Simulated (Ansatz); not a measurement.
Mulliken charges of ClF$_{2}$Ga (`[F][Ga]([F])[Cl]`) from ωB97M-V/def2-TZVPP in Ansatz (PBE0-D4/def2-TZVP geometry).

| atom | x (Å) | y (Å) | z (Å) | charge (e) |
| --- | --- | --- | --- | --- |
| F1 | -0.892 | -0.482 | 1.438 | -0.341 |
| Ga2 | 0.041 | -0.053 | 0.047 | 0.856 |
| F3 | 1.684 | -0.591 | 0.019 | -0.341 |
| Cl4 | -0.777 | 1.065 | -1.525 | -0.173 |

Q: By hand: the dipole of these point charges (1 e Å = 4.8032 D).

A: Σ q r = (-0.101, 0.136, -0.193) e Å, of length 0.257 e Å = 1.23 D.

Q: How does the dipole of the full density compare? (An estimate is asked.)

A: Computed: (-0.081, 0.110, -0.155) e Å, 0.99 D; the point charges give 1.24 times that, at 0° from its direction.

Point charges leave out the atoms' own dipoles, such as those of lone pairs, and Mulliken's split depends on the basis, so the two needn't agree.
